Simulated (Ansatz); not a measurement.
**Nudged elastic band run: BCl$_{3}$H$_{3}$N**

Input file:

```yaml
crystal:
  periodic: [false, false, false]
  atoms:
    - { symbol: B, position_ang: [0.032708, -0.321031, 0.195809] }
    - { symbol: "N", position_ang: [0.001746, -0.181942, 1.594387] }
    - { symbol: H, position_ang: [-0.815144, -0.445532, 2.135812] }
    - { symbol: H, position_ang: [0.853467, -0.076721, 2.136079] }
    - { symbol: Cl, position_ang: [1.542129, -0.062948, -0.673314] }
    - { symbol: Cl, position_ang: [-1.44461, -0.7231, -0.673788] }
    - { symbol: Cl, position_ang: [-0.711868, 3.046847, 1.174893] }
    - { symbol: H, position_ang: [-0.436528, 1.800926, 1.436222] }
basis:
  gaussian: { orbitals: def2-SVP }
hamiltonian:
  xc: r2scan
  dispersion: d4
neb:
  order_check: false
  images: 5
  f_tol: 0.05
  max_iterations: 60
  final_atoms:
    - { symbol: B, position_ang: [-0.09907683, 0.57392271, 0.16824557] }
    - { symbol: "N", position_ang: [-0.14786711, 0.16448627, 1.74317706] }
    - { symbol: H, position_ang: [-0.19333992, -0.85453095, 1.84151342] }
    - { symbol: H, position_ang: [0.69136876, 0.50532337, 2.22237104] }
    - { symbol: Cl, position_ang: [1.45472115, -0.17628571, -0.45735477] }
    - { symbol: Cl, position_ang: [-1.61994766, -0.1620361, -0.54836884] }
    - { symbol: Cl, position_ang: [-0.09072019, 2.40916825, 0.16704547] }
    - { symbol: H, position_ang: [-0.97323819, 0.57645116, 2.18947105] }
  initial_path:
    images:
      - { positions_ang: [[0.032708, -0.321031, 0.195809], [0.001746, -0.181942, 1.594387], [-0.815144, -0.445532, 2.135812], [0.853467, -0.076721, 2.136079], [1.542129, -0.062948, -0.673314], [-1.44461, -0.7231, -0.673788], [-0.711868, 3.046847, 1.174893], [-0.436528, 1.800926, 1.436222]] }
      - { positions_ang: [[0.02351798, -0.22145521, 0.13396397], [0.00443239, -0.11151287, 1.69944668], [-0.83023795, -0.37850621, 2.2403239], [0.86319133, 0.05950604, 2.23384915], [1.5658665, -0.04738265, -0.75693907], [-1.49895154, -0.50837232, -0.75404868], [-0.69446645, 2.67589653, 0.99661605], [-0.41145226, 1.56832571, 1.53288801]] }
      - { positions_ang: [[0.01432796, -0.12187942, 0.07211893], [0.00711878, -0.04108375, 1.80450635], [-0.84533189, -0.31148043, 2.3448358], [0.87291566, 0.19573307, 2.3316193], [1.589604, -0.03181731, -0.84056414], [-1.55329307, -0.29364464, -0.83430935], [-0.6770649, 2.30494607, 0.8183391], [-0.38637653, 1.33572541, 1.62955402]] }
      - { positions_ang: [[0.00513793, -0.02230363, 0.0102739], [0.00980516, 0.02934538, 1.90956603], [-0.86042584, -0.24445464, 2.44934769], [0.88263999, 0.33196011, 2.42938945], [1.6133415, -0.01625196, -0.92418921], [-1.60763461, -0.07891697, -0.91457003], [-0.65966335, 1.9339956, 0.64006214], [-0.36130079, 1.10312512, 1.72622002]] }
      - { positions_ang: [[-0.02960032, 0.17643848, 0.06293112], [-0.04275226, 0.07439234, 1.85410304], [-0.63806387, -0.44781341, 2.24673627], [0.81888291, 0.38974786, 2.36038331], [1.56046805, -0.06959654, -0.76857773], [-1.61173896, -0.10662334, -0.79250297], [-0.47001563, 2.09238648, 0.48238992], [-0.56527992, 0.92756713, 1.88063703]] }
      - { positions_ang: [[-0.06433858, 0.37518059, 0.11558834], [-0.09530969, 0.11943931, 1.79864005], [-0.41570189, -0.65117218, 2.04412485], [0.75512584, 0.44753562, 2.29137718], [1.5075946, -0.12294113, -0.61296625], [-1.61584331, -0.13432972, -0.6704359], [-0.28036791, 2.25077737, 0.32471769], [-0.76925906, 0.75200914, 2.03505404]] }
      - { positions_ang: [[-0.09907683, 0.57392271, 0.16824557], [-0.14786711, 0.16448627, 1.74317706], [-0.19333992, -0.85453095, 1.84151342], [0.69136876, 0.50532337, 2.22237104], [1.45472115, -0.17628571, -0.45735477], [-1.61994766, -0.1620361, -0.54836884], [-0.09072019, 2.40916825, 0.16704547], [-0.97323819, 0.57645116, 2.18947105]] }
```

Run as:

```bash
$ ansatz run input.yaml --threads 4 --pin off --max-ram 5120MiB --backend cpu --events-out ev --progress --plain --runs-dir out
```

Output, in part (warnings, iteration lines, the closing report on the highest movable image, with atoms numbered from 0):

```
NEB end point (image 0): max|allowed force component| = 1.116e-2 eV/Å (the criterion of neb.relax_end_points is 1.000e-2)
NEB end point (image 6): max|allowed force component| = 8.297e-3 eV/Å (the criterion of neb.relax_end_points is 1.000e-2)
NEB iter   1: max|band force component| = 9.478e0 eV/Å  barrier→ = 3.8372 eV  barrier← = 4.4775 eV  Δτ_max = 0.2000 Å  (196 SCF iters)
NEB iter   2: max|band force component| = 3.604e0 eV/Å  barrier→ = 2.4350 eV  barrier← = 3.0754 eV  Δτ_max = 0.2000 Å  (165 SCF iters)
NEB iter   3: max|band force component| = 2.362e0 eV/Å  barrier→ = 1.0224 eV  barrier← = 1.6628 eV  Δτ_max = 0.2000 Å  (164 SCF iters)
NEB iter   4: max|band force component| = 1.587e0 eV/Å  barrier→ = 0.6302 eV  barrier← = 1.2706 eV  Δτ_max = 0.1339 Å  (155 SCF iters)
NEB iter   5: max|band force component| = 7.455e-1 eV/Å  barrier→ = 0.5889 eV  barrier← = 1.2293 eV  Δτ_max = 0.2000 Å  (146 SCF iters)
NEB iter   6: max|band force component| = 6.239e-1 eV/Å  barrier→ = 0.6605 eV  barrier← = 1.3009 eV  Δτ_max = 0.1531 Å  (151 SCF iters)
NEB iter   7: max|band force component| = 5.295e-1 eV/Å  barrier→ = 0.6054 eV  barrier← = 1.2458 eV  Δτ_max = 0.0315 Å  (147 SCF iters)
NEB iter   8: max|band force component| = 5.489e-1 eV/Å  barrier→ = 0.6077 eV  barrier← = 1.2481 eV  CI = image 2  Δτ_max = 0.1261 Å  (142 SCF iters)
NEB iter   9: max|band force component| = 6.155e-1 eV/Å  barrier→ = 0.6531 eV  barrier← = 1.2935 eV  CI = image 2  Δτ_max = 0.0610 Å  (153 SCF iters)
NEB iter  10: max|band force component| = 2.385e-1 eV/Å  barrier→ = 0.6354 eV  barrier← = 1.2758 eV  CI = image 2  Δτ_max = 0.0375 Å  (141 SCF iters)
NEB iter  11: max|band force component| = 1.690e-1 eV/Å  barrier→ = 0.6295 eV  barrier← = 1.2699 eV  CI = image 2  Δτ_max = 0.0202 Å  (131 SCF iters)
NEB iter  12: max|band force component| = 8.523e-2 eV/Å  barrier→ = 0.6262 eV  barrier← = 1.2666 eV  CI = image 2  Δτ_max = 0.0587 Å  (148 SCF iters)
NEB iter  13: max|band force component| = 2.340e-1 eV/Å  barrier→ = 0.6278 eV  barrier← = 1.2682 eV  CI = image 2  Δτ_max = 0.0294 Å  (146 SCF iters)
NEB iter  14: max|band force component| = 7.664e-2 eV/Å  barrier→ = 0.6258 eV  barrier← = 1.2662 eV  CI = image 2  Δτ_max = 0.0180 Å  (142 SCF iters)
NEB iter  15: max|band force component| = 3.350e-2 eV/Å  barrier→ = 0.6252 eV  barrier← = 1.2656 eV  CI = image 2  Δτ_max = 0.0000 Å  (280 SCF iters)
Total energy: -39769.55866122 eV, -1461.5043240248 hartree
Atom 0 at    -0.059180     0.082000     0.210072 Å, force    -0.010631    -0.001043    -0.000748 eV/Å
Atom 1 at    -0.060804     0.088624     1.717246 Å, force     0.034120     0.007411    -0.009714 eV/Å
Atom 2 at    -0.797743    -0.461532     2.158847 Å, force    -0.014902     0.002935     0.001079 eV/Å
Atom 3 at     0.845967    -0.078804     2.154387 Å, force    -0.002884    -0.006095     0.003656 eV/Å
Atom 4 at     1.505991     0.088508    -0.591352 Å, force     0.002052     0.003967     0.004022 eV/Å
Atom 5 at    -1.497563    -0.545074    -0.583380 Å, force    -0.004219    -0.004103    -0.004232 eV/Å
Atom 6 at    -0.577027     2.520420     0.627164 Å, force     0.002260    -0.018321     0.008700 eV/Å
Atom 7 at    -0.337741     1.342358     1.633118 Å, force    -0.005796     0.015249    -0.002763 eV/Å
Dipole moment:     0.159868    -0.738012     0.745633 e Å
```

The forces met the threshold. A vibrational analysis at the climbing image gives one clearly imaginary mode, 886i cm⁻¹: a first-order saddle point. The orbitals stay closed-shell, which can raise the energy where a bond breaks towards radicals; this wasn't checked here.

Final band (atoms are numbered from 1 in the order of the input):

```
image  path coordinate (Å)  energy (eV)  Cl7–H8 (Å)  B1–Cl7 (Å)  N2–H8 (Å)
    0                 0.00         0.00        1.30        3.59       2.04
    1                 0.58         0.10        1.32        3.06       1.82
    2                 1.17         0.63        1.57        2.53       1.29
    3                 1.75        -0.18        1.99        2.01       1.05
    4                 2.34        -0.57        2.57        1.84       1.02
    5                 2.92        -0.61        2.70        1.84       1.02
    6                 3.50        -0.64        2.87        1.84       1.02
```

Time of the run: 100 s on 4 threads of Intel(R) Xeon(R) CPU @ 2.60GHz (Ice Lake) (shared host), peak memory 0.19 GiB.
